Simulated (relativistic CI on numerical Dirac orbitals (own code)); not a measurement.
d2 in a ligand field

Computed with a parametric ligand-field model of a d^n configuration (Racah B and C, spin-orbit zeta, crystal field), exact diagonalisation.

Field parameters in Wybourne normalisation: Oh B⁴₀ = 21Dq, B⁴₄ = √(5/14) B⁴₀. The field is a parameter set, without covalency.

B = 760 cm⁻¹, C = 3520 cm⁻¹ (C/B = 4.63), Oh, no spin-orbit coupling. Tanabe-Sugano data, E/B above the lowest term (Δ = |10Dq|; b, c mark the second and third term of a kind):

```tsv
Δ/B	3T1	3T2	3A2	1T2	1E	1A1
1.0	0.00	0.81	1.81	14.61	15.07	22.24
5.0	0.00	4.22	9.22	15.48	16.30	25.73
9.0	0.00	7.82	16.82	15.79	16.40	28.45
13.0	0.00	11.53	24.53	15.86	16.32	30.46
17.0	0.00	15.32	32.32	15.86	16.22	31.92
21.0	0.00	19.16	40.16	15.84	16.13	32.99
25.0	0.00	23.03	48.03	15.80	16.05	33.78
29.0	0.00	26.92	55.92	15.77	15.98	34.38
33.0	0.00	30.84	63.84	15.73	15.92	34.84
37.0	0.00	34.77	71.77	15.70	15.87	35.22
41.0	0.00	38.71	79.71	15.68	15.83	35.52
45.0	0.00	42.66	87.66	15.65	15.79	35.76
```

The ground term stays 3T1.
